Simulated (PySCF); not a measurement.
AlClFHSe, SMILES [F][Al]([Cl])[SeH]. Heavy atoms are numbered as in [Al:1]([Cl:2])([F:3])[SeH:4]. Hydrogens are named by the atom that carries them.

Geometry: B3LYP-D3(BJ)/def2-SVP. Other conformers were not sampled.

All values below come from PBE0/pcSseg-1 run with PySCF.

GIAO shieldings, no solvent; atoms alike by connectivity are averaged. δ = σ(ref) − σ: ³⁵Cl against HCl (σ = 945.9 ppm); ¹⁹F against CFCl3 (σ = 167.2 ppm); ⁷⁷Se against Me2Se (σ = 1740.1 ppm); ¹H against TMS (σ = 31.56 ppm), references at their B3LYP-D3(BJ)/def2-TZVP geometries, non-relativistic (without spin–orbit terms, shifts of atoms bonded to Cl or Br come out too high).

Computed chemical shifts:
| nucleus | atoms | count | δ (ppm) |
|---|---|---|---|
| ³⁵Cl | Cl2 | 1 | 16.7 |
| ¹⁹F | F3 | 1 | -137.7 |
| ⁷⁷Se | Se4 (SeH) | 1 | -521.6 |
| ¹H | H on Se4 | 1 | 1.13 |
